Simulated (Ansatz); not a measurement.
Basis-set extrapolation for `[SiH3][SiH]1BO1` (PBE0-D4/def2-TZVP geometry, frozen core, Ansatz). Multiplicity 1, RHF reference.

```tsv
	def2-TZVPP	def2-QZVPP
HF	-680.391233	-680.413961
MP2 correlation	-0.574971	-0.617883
CCSD(T) correlation	-0.645396	not run
```

Energies in hartree. Use E(X) = E(∞) + A·exp(−7.88·√X) for Hartree–Fock and E(X) = E(∞) + B·X^(−2.97) for correlation, with X = 3 and 4, and add CCSD(T) minus MP2 of the smaller set to the MP2 limit.

Question: What is the CCSD(T) energy at the basis-set limit?

Answer: HF limit: -680.413961 + (-0.022728) × 0.13774 = -680.41709. MP2 limit: -0.617883 + (-0.042912) × 0.74074 = -0.64967. Higher-order term: -0.645396 − (-0.574971) = -0.07042. Total: -681.13718 hartree, 264.0 kJ/mol below CCSD(T)/def2-TZVPP.
